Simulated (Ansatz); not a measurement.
Kohn–Sham single points on FGeH7Si2 (`F[SiH2][GeH2][SiH3]`).

```yaml
crystal:
  periodic: [false, false, false]
  atoms:
    - {symbol: F, position_ang: [-1.910812, 1.760802, 0.293567]}
    - {symbol: Si, position_ang: [-0.349278, 1.838310, 0.664326]}
    - {symbol: Ge, position_ang: [0.532362, -0.369851, 0.751711]}
    - {symbol: Si, position_ang: [-0.003002, -1.586426, -1.221369]}
    - {symbol: H, position_ang: [0.325575, 2.633560, -0.394116]}
    - {symbol: H, position_ang: [-0.230537, 2.549977, 1.963016]}
    - {symbol: H, position_ang: [2.062571, -0.261877, 0.902560]}
    - {symbol: H, position_ang: [-0.008429, -1.103646, 1.992420]}
    - {symbol: H, position_ang: [-1.476789, -1.735828, -1.332947]}
    - {symbol: H, position_ang: [0.500788, -0.847724, -2.409131]}
    - {symbol: H, position_ang: [0.622850, -2.934397, -1.189436]}
basis:
  gaussian: {orbitals: def2-TZVPP}
hamiltonian: {xc: {name: B2PLYP}}
```

```sh
$ ansatz run in.yaml --threads 4 --pin off --events-out ev --progress --plain --max-ram 10444MiB
```

Shortened log:

```
Functional definition: B2PLYP
1539 factors; integrals over basis functions are off by at most 1.0e-3 eV
mean field evaluation 1: about -75081.1407 eV, gradient 3.2e1 eV
mean field evaluation 2: about -75081.2505 eV, gradient 3.2e1 eV
mean field evaluation 4: about -75082.7902 eV, gradient 2.0e0 eV
mean field evaluation 8: about -75082.8048 eV, gradient 2.3e-1 eV
mean field evaluation 16: about -75082.8049 eV, gradient 2.1e-5 eV
mean field -75082.80487626 eV, -2759.2421862494 hartree, gradient 5.6e-6 eV, S^2 0.000000; 0 other end points of the search recorded, 0 dependent functions left out
20 core orbitals not correlated: weight in the atoms' cores, before any rotation towards them, 1.000 or more for the frozen orbitals, at most 0.000 for the correlated occupied ones
reference -75082.80507510 eV, -2759.2421935567 hartree; 18, 18 occupied and 223, 223 virtual orbitals, 1539 factors
second order -25.20520025 eV of doubles, -0.00000000 eV of singles
Total energy: -75089.61047916 eV, -2759.4922875433 hartree
```

Run time 3.6 s (4 threads of an Intel Xeon Platinum 8559C on a shared host); peak host memory 0.73 GiB.

The same input with `hamiltonian: {xc: {name: wB97M-V}}` and forces (abridged; 7.5 s):

```
Functional definition: wB97M-V
mean field -75102.23529544 eV, -2759.9562409838 hartree, gradient 8.8e-5 eV, S^2 0.000000
Total energy: -75102.23535627 eV, -2759.9562432194 hartree
Atom 0 force    -0.123132    -0.022195    -0.033613 eV/Å
Atom 1 force     0.261878     0.105346     0.076276 eV/Å
Atom 2 force    -0.002399     0.009237     0.015830 eV/Å
Atom 3 force    -0.018307    -0.055606    -0.073844 eV/Å
Atom 4 force    -0.078482    -0.095485     0.127251 eV/Å
Atom 5 force    -0.009905    -0.087784    -0.160986 eV/Å
Atom 6 force    -0.106274    -0.005733    -0.010471 eV/Å
Atom 7 force     0.038077     0.053595    -0.089325 eV/Å
Atom 8 force     0.171455     0.019214     0.013869 eV/Å
Atom 9 force    -0.058497    -0.082486     0.137916 eV/Å
Atom 10 force    -0.074414     0.161897    -0.002903 eV/Å
Dipole moment:     0.227163    -0.041292     0.032466 e Å
```

Changing it to `hamiltonian: {xc: pbe0, dispersion: d4}` (abridged; 2.4 s):

```
Functional definition: PBE0
mean field -75091.31381277 eV, -2759.5548838986 hartree, gradient 7.7e-5 eV, S^2 0.000000
Total energy: -75091.52432042 eV, -2759.5626199121 hartree
```
